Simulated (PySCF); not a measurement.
Al(NMe2)(OH)(SeH) (C2H8AlNOSe), SMILES [N](C)(C)[Al]([SeH])[OH].

Coordinates come from a ωB97X-D3(BJ)/def2-SVP optimisation. One conformer was computed; it need not be the lowest.

Calculation: B3LYP/def2-TZVP run with PySCF.

Symmetry labels are those of the subgroup Cs that the program uses (full group Cs).

Computed valence orbital energies around the gap with their symmetry:
```csv
orbital,symmetry,energy (eV)
HOMO−7,A',-10.59
HOMO−6,A',-10.19
HOMO−5,A',-9.76
HOMO−4,A',-9.15
HOMO−3,A",-9.01
HOMO−2,A',-8.28
HOMO−1,A",-6.93
HOMO,A",-6.20
LUMO,A',-0.51
LUMO+1,A',0.06
LUMO+2,A",0.27
LUMO+3,A',0.90
```
